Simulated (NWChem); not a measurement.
System: SiNH3O, singlet; SMILES N[Si]O

Excerpt of the output:

```
             Northwest Computational Chemistry Package (NWChem) 7.3.0
             --------------------------------------------------------

                             Geometry "geometry" -> ""
                             -------------------------

 Output coordinates in angstroms (scale by  1.889725989 to convert to a.u.)

  No.       Tag          Charge          X              Y              Z
 ---- ---------------- ---------- -------------- -------------- --------------
    1 Si                  14.0000    -0.65909900     0.06027100     0.00000000
    2 O                    8.0000     0.41027800     1.34904600     0.00000000
    3 H                    1.0000     1.36308300     1.20217700     0.00000000
    4 N                    7.0000     0.41480300    -1.29435500     0.00000000
    5 H                    1.0000     1.43226500    -1.29407900     0.00000000
    6 H                    1.0000     0.04803100    -2.24118700     0.00000000

 Effective nuclear repulsion energy (a.u.)     102.2467594188

                                 NWChem DFT Module
                                 -----------------

 Summary of "ao basis" -> "ao basis" (spherical)
 ------------------------------------------------------------------------------
       Tag                 Description            Shells   Functions and Types
 ---------------- ------------------------------  ------  ---------------------
 Si                         6-311g**                12       26   6s5p1d
 O                          6-311g**                 8       18   4s3p1d
 H                          6-311g**                 4        6   3s1p
 N                          6-311g**                 8       18   4s3p1d

            General Information
            -------------------
          SCF calculation type: DFT
          Wavefunction type:  closed shell.
          No. of atoms     :     6
          No. of electrons :    32
           Alpha electrons :    16
            Beta electrons :    16
          Charge           :     0
          Spin multiplicity:     1
          Use of symmetry is: off; symmetry adaption is: off
          Maximum number of iterations: 150
          AO basis - number of functions:    80
                     number of shells:    40
          Convergence on energy requested:  1.00D-06
          Convergence on density requested:  1.00D-05
          Convergence on gradient requested:  5.00D-04

              XC Information
              --------------
                         B3LYP Method XC Potential
                     Hartree-Fock (Exact) Exchange  0.200
                        Slater Exchange Functional  0.800 local
                    Becke 1988 Exchange Functional  0.720 non-local
              Lee-Yang-Parr Correlation Functional  0.810
                  VWN I RPA Correlation Functional  0.190 local

             Grid Information
             ----------------
          Grid used for XC integration:  medium
          Radial quadrature: Mura-Knowles
          Angular quadrature: Lebedev.
          Tag              B.-S. Rad. Rad. Pts. Rad. Cut. Ang. Pts.
          ---              ---------- --------- --------- ---------
          Si                  1.10       88           9.0       590
          O                   0.60       49          10.0       434
          H                   0.35       45          11.0       434
          N                   0.65       49           8.0       434
          Grid pruning is: on
          Number of quadrature shells:   321
          Spatial weights used:  Erf1

      Superposition of Atomic Density Guess
      -------------------------------------

 Sum of atomic energies:        -419.41882763

      Non-variational initial energy
      ------------------------------

 Total energy =    -420.309155
 1-e energy   =    -781.686024
 2-e energy   =     259.130110
 HOMO         =      -0.273351
 LUMO         =      -0.008250

   convergence    iter        energy       DeltaE   RMS-Dens  Diis-err
 ---------------- ----- ----------------- --------- --------- ---------
 d= 0,ls=0.0,diis     1   -421.3086007882 -5.24D+02  1.11D-02  1.07D+00
 d= 0,ls=0.0,diis     2   -421.2511094513  5.75D-02  7.26D-03  1.40D+00
 d= 0,ls=0.0,diis     3   -421.3733768156 -1.22D-01  1.69D-03  1.42D-01
 d= 0,ls=0.0,diis     4   -421.3840990608 -1.07D-02  6.74D-04  1.24D-02
 d= 0,ls=0.0,diis     5   -421.3852283897 -1.13D-03  2.15D-04  1.20D-03
  Resetting Diis
 d= 0,ls=0.0,diis     6   -421.3853563578 -1.28D-04  4.37D-05  1.00D-05
 d= 0,ls=0.0,diis     7   -421.3853576177 -1.26D-06  1.81D-05  6.25D-07
 d= 0,ls=0.0,diis     8   -421.3853576343 -1.66D-08  7.57D-06  6.02D-07

         Total DFT energy =     -421.385357634340
      One electron energy =     -784.958536796700
           Coulomb energy =      298.955168326409
    Exchange-Corr. energy =      -37.628748582817
 Nuclear repulsion energy =      102.246759418768

 Numeric. integr. density =       32.000003664815

                       DFT Final Molecular Orbital Analysis
                       ------------------------------------

 Vector   14  Occ=2.000000D+00  E=-3.461496D-01
              MO Center=  3.6D-01,  1.1D+00, -1.3D-07, r^2= 1.6D+00
   Bfn.  Coefficient  Atom+Function         Bfn.  Coefficient  Atom+Function
  ----- ------------  ---------------      ----- ------------  ---------------
    38      0.388324  2 O  py                34      0.378493  2 O  py
    30      0.266596  2 O  py                36      0.143414  2 O  s
    60      0.137368  4 N  s                 32      0.126976  2 O  s
    58      0.125573  4 N  py                76     -0.114085  6 H  s
    54      0.084557  4 N  py                56      0.073360  4 N  s

 Vector   15  Occ=2.000000D+00  E=-2.819697D-01
              MO Center=  3.6D-01, -8.5D-01, -4.7D-10, r^2= 1.8D+00
   Bfn.  Coefficient  Atom+Function         Bfn.  Coefficient  Atom+Function
  ----- ------------  ---------------      ----- ------------  ---------------
    63      0.441833  4 N  pz                59      0.348773  4 N  pz
    55      0.246395  4 N  pz                39     -0.207346  2 O  pz
    35     -0.172015  2 O  pz                31     -0.123770  2 O  pz
    18      0.074571  1 Si pz                23     -0.060903  1 Si d -1
    21      0.056873  1 Si pz                15      0.051323  1 Si pz

 Vector   16  Occ=2.000000D+00  E=-2.425351D-01
              MO Center= -1.0D+00,  2.3D-02, -3.1D-08, r^2= 2.2D+00
   Bfn.  Coefficient  Atom+Function         Bfn.  Coefficient  Atom+Function
  ----- ------------  ---------------      ----- ------------  ---------------
     6      0.585663  1 Si s                  5      0.386773  1 Si s
    16     -0.253462  1 Si px                60     -0.241834  4 N  s
     4     -0.216167  1 Si s                 36     -0.188616  2 O  s
    19     -0.171336  1 Si px                13     -0.161131  1 Si px
     3     -0.129345  1 Si s                 10      0.117732  1 Si px

 Vector   17  Occ=0.000000D+00  E=-2.844576D-02
              MO Center= -6.2D-01,  2.4D-02,  7.3D-08, r^2= 3.2D+00
   Bfn.  Coefficient  Atom+Function         Bfn.  Coefficient  Atom+Function
  ----- ------------  ---------------      ----- ------------  ---------------
    21      0.545206  1 Si pz                18      0.478265  1 Si pz
    63     -0.309875  4 N  pz                39     -0.238952  2 O  pz
    15      0.184652  1 Si pz                59     -0.155055  4 N  pz
    12     -0.141539  1 Si pz                35     -0.139333  2 O  pz
    55     -0.119003  4 N  pz                31     -0.106533  2 O  pz

 Vector   18  Occ=0.000000D+00  E= 2.254053D-02
              MO Center=  1.3D+00, -8.2D-02,  2.6D-09, r^2= 4.9D+00
   Bfn.  Coefficient  Atom+Function         Bfn.  Coefficient  Atom+Function
  ----- ------------  ---------------      ----- ------------  ---------------
    47      0.728627  3 H  s                 60     -0.685522  4 N  s
    71      0.680973  5 H  s                 36     -0.537794  2 O  s
    77      0.395168  6 H  s                 61     -0.256614  4 N  px
    19      0.220063  1 Si px                37     -0.217881  2 O  px
    20      0.146056  1 Si py                56     -0.130502  4 N  s

[...]

                                NWChem TDDFT Module
                                -------------------

            General Information
            -------------------
           No. of orbitals :     160
            Alpha orbitals :      80
             Beta orbitals :      80
        Alpha frozen cores :       0
         Beta frozen cores :       0
     Alpha frozen virtuals :       0
      Beta frozen virtuals :       0
         Spin multiplicity :       1
    Number of AO functions :      80
        Use of symmetry is : off
      Symmetry adaption is : off
         Schwarz screening :  0.10D-07

              XC Information
              --------------
                  B3LYP Method XC Potential
              Hartree-Fock (Exact) Exchange   0.20
                 Slater Exchange Functional   0.80 local
             Becke 1988 Exchange Functional   0.72 non-local
       Lee-Yang-Parr Correlation Functional   0.81
           VWN I RPA Correlation Functional   0.19 local

             TDDFT Information
             -----------------
          Calculation type : Tamm-Dancoff TDDFT
         Wavefunction type : Restricted singlets
          No. of electrons :      32
           Alpha electrons :      16
            Beta electrons :      16
              No. of roots :       6
          Max subspacesize :    5200
            Max iterations :     100
               Target root :       1
           Target symmetry : none
             Energy Cutoff :-0.63D+02
      Symmetry restriction : off
                 Algorithm : Optimal
        Davidson threshold :  0.10D-03

    6 smallest eigenvalue differences (eV)
--------------------------------------------------------
  No. Spin  Occ  Vir  Irrep   E(Occ)    E(Vir)   E(Diff)
--------------------------------------------------------
    1    1    1   17 a       -66.108    -0.028  1798.107
    2    1    1   18 a       -66.108     0.023  1799.494
    3    1    1   19 a       -66.108     0.026  1799.579
    4    1    1   20 a       -66.108     0.086  1801.212
    5    1    1   21 a       -66.108     0.103  1801.670
    6    1    1   22 a       -66.108     0.114  1801.994
--------------------------------------------------------

  Entering Davidson iterations
  Restricted singlet excited states

  Iter   NTrls   NConv    DeltaV     DeltaE      Time
  ----  ------  ------  ---------  ---------  ---------
    1      6       0     0.60E-01   0.10+100        8.2
    2     12       0     0.11E-01   0.40E-02        6.5
    3     18       0     0.15E-02   0.19E-04        6.3
    4     24       6     0.40E-04   0.41E-07        6.4
  ----  ------  ------  ---------  ---------  ---------
  Convergence criterion met

  Ground state a        -421.385357634340 a.u.

  ----------------------------------------------------------------------------
  Root   1 singlet a             65.996380435 a.u.             1795.8536 eV
  ----------------------------------------------------------------------------
     Transition Moments    X  0.00000   Y  0.00000   Z -0.01202
     Dipole Oscillator Strength                    0.0063563066
     Electric Quadrupole                           0.0003470573
     Magnetic Dipole                               0.0005772306
     Total Oscillator Strength                     0.0072805945

     Occ.    1  a   ---  Virt.   17  a       -0.99230
     Occ.    1  a   ---  Virt.   23  a        0.12042
  ----------------------------------------------------------------------------
  Root   2 singlet a             66.068532872 a.u.             1797.8170 eV
  ----------------------------------------------------------------------------
     Transition Moments    X  0.00155   Y  0.00817   Z  0.00000
     Dipole Oscillator Strength                    0.0030469126
     Electric Quadrupole                           0.0001758157
     Magnetic Dipole                               0.0002725092
     Total Oscillator Strength                     0.0034952376

     Occ.    1  a   ---  Virt.   18  a        0.30151
     Occ.    1  a   ---  Virt.   19  a        0.93290
     Occ.    1  a   ---  Virt.   20  a        0.14234
     Occ.    1  a   ---  Virt.   22  a        0.06665
     Occ.    1  a   ---  Virt.   25  a        0.11058
  ----------------------------------------------------------------------------
  Root   3 singlet a             66.087770046 a.u.             1798.3405 eV
  ----------------------------------------------------------------------------
     Transition Moments    X  0.00357   Y -0.00110   Z -0.00000
     Dipole Oscillator Strength                    0.0006142582
     Electric Quadrupole                           0.0000483610
     Magnetic Dipole                               0.0000024104
     Total Oscillator Strength                     0.0006650296

     Occ.    1  a   ---  Virt.   18  a        0.94400
     Occ.    1  a   ---  Virt.   19  a       -0.30592
     Occ.    1  a   ---  Virt.   21  a        0.09292
     Occ.    1  a   ---  Virt.   24  a        0.05248
  ----------------------------------------------------------------------------
  Root   4 singlet a             66.144435321 a.u.             1799.8824 eV
  ----------------------------------------------------------------------------
     Transition Moments    X -0.00387   Y -0.00091   Z -0.00000
     Dipole Oscillator Strength                    0.0006983446
     Electric Quadrupole                           0.0000455555
     Magnetic Dipole                               0.0000057877
     Total Oscillator Strength                     0.0007496878

     Occ.    1  a   ---  Virt.   18  a        0.11662
     Occ.    1  a   ---  Virt.   19  a        0.09191
     Occ.    1  a   ---  Virt.   20  a       -0.85830
     Occ.    1  a   ---  Virt.   21  a       -0.47512
     Occ.    1  a   ---  Virt.   24  a       -0.09173
     Occ.    1  a   ---  Virt.   26  a       -0.05849
  ----------------------------------------------------------------------------
  Root   5 singlet a             66.155650067 a.u.             1800.1876 eV
  ----------------------------------------------------------------------------
     Transition Moments    X -0.00007   Y  0.00230   Z -0.00000
     Dipole Oscillator Strength                    0.0002334354
     Electric Quadrupole                           0.0000105138
     Magnetic Dipole                               0.0000202689
     Total Oscillator Strength                     0.0002642181

     Occ.    1  a   ---  Virt.   19  a       -0.10460
     Occ.    1  a   ---  Virt.   20  a        0.47830
     Occ.    1  a   ---  Virt.   21  a       -0.86222
     Occ.    1  a   ---  Virt.   22  a        0.09335
     Occ.    1  a   ---  Virt.   25  a        0.05407
  ----------------------------------------------------------------------------
  Root   6 singlet a             66.182352789 a.u.             1800.9142 eV
  ----------------------------------------------------------------------------
     Transition Moments    X -0.00029   Y  0.00014   Z  0.00000
     Dipole Oscillator Strength                    0.0000045626
     Electric Quadrupole                           0.0000013489
     Magnetic Dipole                               0.0000001432
     Total Oscillator Strength                     0.0000060547

     Occ.    1  a   ---  Virt.   19  a       -0.07089
     Occ.    1  a   ---  Virt.   21  a        0.10205
     Occ.    1  a   ---  Virt.   22  a        0.99078

              Target root =      1
          Target symmetry = none
      Ground state energy =   -421.385357634340
        Excitation energy =     65.996380434619
     Excited state energy =   -355.388977199721

  stored tddft:energy   -355.38897719972118
```

Level: B3LYP/6-311G** (spherical d), restricted-window TDA. Low-valent species are run as closed-shell singlets; no triplet was tried in these runs. Geometry: optimised at PBE0/def2-SVP. B3LYP is NWChem's, with the RPA form of VWN correlation. The quadrupole and magnetic terms of the printed total strengths depend on the origin.

**Question.** Write an input that gives this output.

**Answer.** This is not unique; one that fits is the input that was run:
```
start job
memory heap 200 mb stack 900 mb global 1100 mb
geometry units angstroms noautosym nocenter noautoz
  Si    -0.659099     0.060271     0.000000
  O      0.410278     1.349046     0.000000
  H      1.363083     1.202177     0.000000
  N      0.414803    -1.294355     0.000000
  H      1.432265    -1.294079     0.000000
  H      0.048031    -2.241187     0.000000
end
basis spherical
  * library 6-311g**
end
dft
  xc b3lyp
  iterations 150
end
tddft
  cis
  ecut -63.0
  nroots 6
  notriplet
end
task tddft energy
```
